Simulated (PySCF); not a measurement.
Geometries of 2 isomers of C4H8GeOSi, from PBE0-D3(BJ)/def2-SVP geometry optimisation, gas phase in PySCF 2.14.0. One conformer each, no zero-point energy, no frequencies.

Question: Which isomer lies lower at this level?
A.
```xyz
15
angstrom
C     -2.197    0.512   -0.611
C     -2.304    0.239    0.862
O     -3.330    0.381    1.487
Si    -0.767   -0.389    1.872
C      0.757   -0.344    0.851
C      1.735   -0.277    0.117
Ge     3.258   -0.165   -1.020
H     -3.169    0.832   -1.010
H     -1.843   -0.391   -1.134
H     -1.433    1.287   -0.790
H     -1.050   -1.787    2.304
H     -0.612    0.491    3.063
H      3.490    1.310   -1.378
H      2.980   -0.984   -2.288
H      4.474   -0.731   -0.273
```
B.
```xyz
15
angstrom
Ge     2.394   -1.150    0.624
O      1.233    0.196    0.332
C     -0.052   -0.005   -0.002
C     -0.909    1.017   -0.247
C     -2.282    0.635   -0.600
C     -2.609   -0.678   -0.657
Si    -1.063   -1.614   -0.234
H      2.504   -1.975   -0.670
H      3.696   -0.429    0.978
H      1.853   -2.005    1.782
H     -0.601    2.065   -0.188
H     -3.010    1.428   -0.809
H     -3.609   -1.028   -0.915
H     -0.505   -2.477   -1.322
H     -1.116   -2.434    1.016
```

Answer: B. That is `[GeH3][O]C1=CC=C[SiH2]1`, 25.5 kcal/mol below the other.

| SMILES | atoms numbered as above | E (Eh) | relative (kcal/mol) | relative (kJ/mol) | dipole (D) |
| --- | --- | --- | --- | --- | --- |
| [GeH3][O]C1=CC=C[SiH2]1 | [GeH3:1][O:2][C:3]1=[CH:4][CH:5]=[CH:6][SiH2:7]1 | -2597.75454 | 0.0 | 0.0 | 1.60 |
| CC(=O)[SiH2]C#[C][GeH3] | [CH3:1][C:2](=[O:3])[SiH2:4][C:5]#[C:6][GeH3:7] | -2597.71385 | 25.5 | 106.8 | 3.02 |

As drawn, the lower has a C=C bond outside aromatic rings, which the higher lacks; the higher has a C=O bond and a C≡C bond, which the lower lacks.
